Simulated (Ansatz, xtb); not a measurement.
Two isomers of H8O2Si2Sn

Structure X is `[SiH3]O[SiH2][O][SnH3]`, a singlet and structure Y is `[SiH3][O][SnH2][O][SiH3]`, a singlet. Both are isolated molecules in the gas phase, relaxed with PBE0-D4/def2-SVP; the shapes shown needn't be the lowest conformers.

X (Å):

```yaml
atoms:
  - { symbol: O, position_ang: [-1.4201, 1.0159, -2.6078] }
  - { symbol: O, position_ang: [-2.5944, -0.3242, -0.6177] }
  - { symbol: Si, position_ang: [-0.5981, 1.1236, -4.0416] }
  - { symbol: Si, position_ang: [-2.8746, 0.7169, -1.8501] }
  - { symbol: Sn, position_ang: [-0.8484, -1.0797, -0.0066] }
  - { symbol: H, position_ang: [-0.4279, 2.5536, -4.4344] }
  - { symbol: H, position_ang: [-1.3358, 0.4042, -5.1252] }
  - { symbol: H, position_ang: [0.7466, 0.5011, -3.8650] }
  - { symbol: H, position_ang: [-3.4074, 2.0112, -1.3387] }
  - { symbol: H, position_ang: [-3.8151, 0.1244, -2.8475] }
  - { symbol: H, position_ang: [-1.3088, -2.1323, 1.2559] }
  - { symbol: H, position_ang: [0.1124, 0.2259, 0.5366] }
  - { symbol: H, position_ang: [-0.1540, -1.9026, -1.3355] }
```

Y (Å):

```xyz
13

O    -0.0899    1.6393    0.4236
O     0.4020   -0.8116   -1.4707
Si   -1.1301    1.1052    1.5956
Si    0.8349   -2.0413   -0.4500
Sn    0.3804    1.1606   -1.4314
H    -1.4519    2.2408    2.5103
H    -2.4057    0.5915    0.9978
H    -0.5147    0.0005    2.3951
H    -0.8783    1.6324   -2.4756
H     1.9592    1.7479   -1.6740
H     2.0758   -1.7000    0.3189
H     1.0926   -3.2691   -1.2594
H    -0.2540   -2.3309    0.5346
```

Task: Which of the two would you expect CCSD(T)/def2-SVP + ΔMP2/def2-TZVPP electronic energies to favour?

Result: Structure X; the calculation gives E(Y) − E(X) = +20.9 kcal/mol.

Level by level:

```tsv
level	geometry	E(Y) − E(X) (kcal/mol)	departure from the last row (kcal/mol)	job, with rough time for the two
PBE0-D4/def2-SVP	PBE0-D4/def2-SVP	+20.7	−0.2	optimisation, 5.1 min
HF/def2-SVP	PBE0-D4/def2-SVP	+21.4	+0.5	part of the CCSD(T) run
MP2/def2-SVP	PBE0-D4/def2-SVP	+18.2	−2.7	part of the CCSD(T) run
CCSD(T)/def2-SVP	PBE0-D4/def2-SVP	+18.5	−2.4	single point
CCSD(T)/def2-SVP + ΔMP2/def2-TZVPP	PBE0-D4/def2-SVP	+20.9		single point, 91 s
```

As drawn, Y has 1 O–Sn, 1 Si–H in place of 1 O–Si, 1 Sn–H.

The levels shown agree on the order. The largest departure from CCSD(T)/def2-SVP + ΔMP2/def2-TZVPP is that of MP2/def2-SVP, 2.7 kcal/mol. Levels run at GFN2-xTB geometries aren't shown. The last row adds to CCSD(T) the change of the MP2 difference between the two basis sets, here +2.4 kcal/mol.

With thermal terms from frequencies at re-optimised GFN2-xTB minima (ideal gas, soft modes damped towards free rotors, one conformer each, 298.15 K, 1 atm): on the last row, ΔE + ΔZPE = +20.5, ΔH = +20.9, ΔG = +20.3 kcal/mol.

The correlated steps freeze 16 core orbitals; the filled d shell of Sn is correlated, in a basis made for valence electrons. Atoms past krypton carry core potentials in the def2 sets and no spin–orbit term is included. Programs: Ansatz 0.2.0, xtb 6.7.1; the last row on 2 threads of Arm Neoverse V2 on a shared host.
